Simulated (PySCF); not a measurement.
`C(=C(C)C)=C(C)N(C)C`, C8H15N

Geometry:
```tsv
atom	x (Å)	y (Å)	z (Å)
C1	2.599	-2.019	-0.716
C2	2.065	-0.730	-0.148
C3	3.084	0.360	0.068
C4	0.790	-0.562	0.133
C5	-0.464	-0.317	0.484
C6	-0.949	-0.675	1.865
N7	-1.379	0.325	-0.365
C8	-0.871	0.711	-1.654
C9	-2.735	-0.165	-0.387
H10	3.369	-2.449	-0.052
H11	1.802	-2.762	-0.852
H12	3.085	-1.844	-1.691
H13	3.571	0.632	-0.885
H14	2.629	1.263	0.496
H15	3.885	0.018	0.745
H16	-1.452	0.188	2.331
H17	-0.101	-0.970	2.494
H18	-1.663	-1.514	1.848
H19	0.065	1.274	-1.531
H20	-0.653	-0.156	-2.314
H21	-1.605	1.356	-2.160
H22	-3.374	0.557	-0.919
H23	-2.839	-1.148	-0.894
H24	-3.134	-0.265	0.631
```

Method used: PySCF, TDDFT CAM-B3LYP/def2-SVPD circular dichroism and optical rotation, one conformer, gas phase. Geometry: PBE0-D3(BJ)/def2-SVP.

States above about 6.7 eV (minus the energy of the highest occupied orbital) lie near or above the ionisation threshold and depend on the basis. No stereocentre is labelled: unless the shape is locked (an allene, a helicene, a hindered biaryl), the mirror image is equally populated and a measured rotation or CD is zero.

(1) List the lowest 12 singlet excitations with oscillator and rotatory strengths.

Answers

(1) Rotatory strengths R in 10⁻⁴⁰ esu² cm², velocity form and length form (origin at the centre of mass); f in length form.
```csv
state,E (eV),λ (nm),f,R (velocity),R (length),main
1,4.92,252,0.004,-21.2,-20.1,"HOMO→LUMO+2 0.39, HOMO→LUMO+4 0.27"
2,5.29,234,0.038,+33.1,+32.9,HOMO→LUMO 0.90
3,6.04,205,0.203,+9.1,+9.8,"HOMO→LUMO+1 0.34, HOMO→LUMO+2 0.33"
4,6.21,200,0.103,+5.1,+5.3,"HOMO→LUMO+3 0.47, HOMO→LUMO+1 0.31"
5,6.28,197,0.052,-40.9,-41.4,"HOMO→LUMO+4 0.52, HOMO→LUMO+2 0.18"
6,6.36,195,0.016,+42.4,+42.4,"HOMO−1→LUMO+3 0.38, HOMO−1→LUMO+6 0.18"
7,6.49,191,0.001,-0.1,+0.1,"HOMO−1→LUMO 0.69, HOMO−1→LUMO+1 0.11"
8,6.76,183,0.194,+86.6,+88.0,"HOMO→LUMO+5 0.45, HOMO→LUMO+6 0.29"
9,6.90,180,0.019,+21.1,+20.4,"HOMO→LUMO+7 0.30, HOMO→LUMO+6 0.26"
10,7.13,174,0.317,-3.9,-3.4,"HOMO→LUMO+7 0.39, HOMO−1→LUMO+2 0.17"
11,7.18,173,0.116,-8.4,-8.8,"HOMO→LUMO+8 0.56, HOMO→LUMO+9 0.17"
12,7.25,171,0.156,-3.9,-3.8,"HOMO→LUMO+9 0.20, HOMO−1→LUMO+2 0.17"
```

For state 7 the two forms differ in sign, so the sign of R isn't settled.

Among the states computed, the strongest CD band (largest |R|) is state 8. The largest dissymmetry factor in size, g = 4R/(D+G), with D and G the electric and magnetic dipole strengths, is -0.038 for state 1 (velocity form, f = 0.004), among bands with |R| over 0.5. The mirror image has the same energies and oscillator strengths and all R with the opposite sign.
